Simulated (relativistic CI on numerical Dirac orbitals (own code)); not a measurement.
## d4 in a ligand field

Computed with a parametric ligand-field model of a d^n configuration (Racah B and C, spin-orbit zeta, crystal field), exact diagonalisation.

Field parameters in Wybourne normalisation: Oh B⁴₀ = 21Dq, B⁴₄ = √(5/14) B⁴₀. The field is a parameter set, without covalency.

B = 700 cm⁻¹, C = 3570 cm⁻¹ (C/B = 5.10), Oh, no spin-orbit coupling. Tanabe-Sugano data, E/B above the lowest term (Δ = |10Dq|; b, c mark the second and third term of a kind):

```tsv
Δ/B	5E	5T2	3T1	3E	3T2	1T2	1E	1A1
1.0	0.00	1.00	24.32	24.58	25.19	36.51	36.43	37.63
3.0	0.00	3.00	23.52	24.83	26.29	35.91	35.77	38.50
5.0	0.00	5.00	22.25	24.99	26.86	34.84	34.86	38.68
7.0	0.00	7.00	20.74	25.10	27.18	33.50	33.76	38.50
9.0	0.00	9.00	19.11	25.17	27.37	32.02	32.51	38.10
11.0	0.00	11.00	17.40	25.23	27.51	30.44	31.14	37.55
13.0	0.00	13.00	15.64	25.28	27.60	28.80	29.66	36.88
15.0	0.00	15.00	13.84	25.32	27.68	27.12	28.11	36.12
17.0	0.00	17.00	12.01	25.35	27.74	25.40	26.48	35.26
19.0	0.00	19.00	10.16	25.37	27.79	23.64	24.81	34.33
21.0	0.00	21.00	8.30	25.39	27.83	21.87	23.08	33.32
23.0	0.00	23.00	6.41	25.41	27.87	20.07	21.33	32.24
25.0	0.00	25.00	4.52	25.42	27.90	18.26	19.54	31.09
27.0	0.00	27.00	2.62	25.44	27.92	16.43	17.73	29.88
29.0	0.00	29.00	0.70	25.45	27.95	14.59	15.90	28.61
31.0	1.22	32.22	0.00	26.68	29.18	13.95	15.27	28.51
33.0	3.15	36.15	0.00	28.61	31.13	14.01	15.33	29.07
35.0	5.08	40.08	0.00	30.56	33.08	14.07	15.39	29.58
37.0	7.02	44.02	0.00	32.50	35.03	14.13	15.44	30.06
39.0	8.96	47.96	0.00	34.45	36.99	14.19	15.48	30.51
41.0	10.91	51.91	0.00	36.41	38.95	14.24	15.52	30.92
43.0	12.86	55.86	0.00	38.36	40.91	14.29	15.56	31.31
45.0	14.81	59.81	0.00	40.32	42.88	14.33	15.59	31.67
47.0	16.77	63.77	0.00	42.28	44.84	14.38	15.62	32.00
```

The ground term changes from 5E to 3T1 between Δ/B = 29.0 and 31.0.
